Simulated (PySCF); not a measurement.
# Excitation energy of Re²⁺ by level of theory

Re²⁺ [Xe] 4f14 5d5 (6S) → Re²⁺ [Xe] 4f14 5d4 6s1 (6D), as a difference of total energies. All numbers are calculated (PySCF 2.14, scalar relativity through the core potential, in aug-cc-pVQZ-PP with ECP60MDF (7s7p6d4f3g2h, 135 functions)). Correlated levels: valence: 5s2 5p6 frozen. The calculations carry no spin-orbit coupling.

```csv
method,excitation energy (eV)
UHF,2.690
LDA,2.218
PBE,2.349
PBE0,2.551
r2SCAN,2.366
r2SCAN0,2.530
PBEsol,2.319
PW91,2.332
MP2 (valence),2.775
SCS-MP2 (valence),2.719
```

**Question.** How much does correlation contribute at MP2 (valence)?

**Answer.** 2.775 − (2.690) = 0.085 eV, measured against UHF.
